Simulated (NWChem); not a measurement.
# ZnF cation; SMILES [F][Zn+]

Computed with NWChem. Pople sets run with spherical d functions. Each level has its own optimisation; frequencies are unscaled.

```tsv
level	r F–Zn (Å)	highest harmonic frequency (cm⁻¹)	zero-point energy (kcal/mol)
B3LYP/3-21G	1.654	834	1.2
B3LYP/6-31G*	1.693	755	1.1
Hartree-Fock/STO-3G	1.467	952	1.4
BLYP/def2-SVP	1.740	676	1.0
PBE0/def2-SVP	1.719	721	1.0
```
